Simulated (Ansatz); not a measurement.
Total energies of Pb₃F₆ from Ansatz at PBE0-D4/def2-TZVP, gas phase (1 Eh = 27.2114 eV = 2625.5 kJ/mol). The reference geometry is relaxed at B3LYP-D4/def2-SVP.

```xyz
9

Pb   -1.753   -1.152   -0.069
Pb    1.331   -0.016   -1.623
Pb    0.423    1.168    1.692
F    -0.944    0.064   -1.825
F    -1.647    0.982    0.741
F    -0.413   -0.956    1.772
F     0.290   -1.873   -0.793
F     1.974   -0.077    0.568
F     0.740    1.861   -0.462
```

```json
{"state": "charge 0 singlet", "geometry": "reference", "energy (Eh)": "-1177.75656"}
{"state": "charge 1 doublet", "geometry": "reference", "energy (Eh)": "-1177.37894"}
{"state": "free Pb atom (triplet)", "geometry": "–", "energy (Eh)": "-192.83692"}
{"state": "free F atom (doublet)", "geometry": "–", "energy (Eh)": "-99.67617"}
```

In the def2 sets Pb takes a core potential; there is no spin–orbit coupling.

(1) Work out the vertical ionisation energy to the doublet.

(2) What is the binding energy per atom against free atoms?

(1) E(charge 1 doublet) − E(charge 0 singlet) = -1177.37894 − (-1177.75656) = 0.37762 Eh = 10.28 eV. For comparison, −ε of the highest occupied level is 8.54 eV at this level, 1.74 eV less.

(2) Atoms: 3 × (-192.83692) + 6 × (-99.67617) = -1176.56778 Eh. Binding: -1176.56778 − (-1177.75656) = 1.18878 Eh = 32.35 eV, or 3.59 eV for each of 9 atoms (no zero-point energy, no counterpoise term).

The structure comes from a short search, and lower isomers may exist.
